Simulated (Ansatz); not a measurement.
Isolated molecules relaxed with PBE0-D4/def2-TZVP in Ansatz; ΔE leaves out vibrations. CBS: MP2 limit from def2 TZ/QZ plus the TZ coupled-cluster correction, frozen cores. DFT in def2-TZVPP. For Ga outer-core shells are correlated without core-valence functions, which leaves a few kJ/mol of doubt a bond. Scalar relativity is left out up to krypton. Each species was taken in one conformer, which may not be the lowest.

Consider the cleavage of the Si–Ga bond: `[F][Ga]([F])[SiH3]` + `O[SiH2]S` → `[SiH3]O[SiH2]S` + `[F][GaH][F]`.

| species | PBE0 energy (Eh) |
| --- | --- |
| `[F][Ga]([F])[SiH3]` | -2415.45778 |
| `O[SiH2]S` | -765.10251 |
| `[SiH3]O[SiH2]S` | -1055.71583 |
| `[F][GaH][F]` | -2124.86534 |

**Question.** Work out ΔE.

**Answer.** ΔE = (-1055.71583) + (-2124.86534) − (-2415.45778) − (-765.10251) = -0.02088 Eh = -0.57 eV. CCSD(T)/CBS gives -0.75 eV.

Largest T1 diagnostic among the species: 0.015.

In def2-TZVPP, CCSD(T) changes the Hartree–Fock value by +0.23 eV (the triples alone add +0.03 eV) and MP2 by +0.16 eV. From PBE to PBE0 (25 % exact exchange), in def2-TZVPP and without D4, ΔE moves by −0.11 eV.
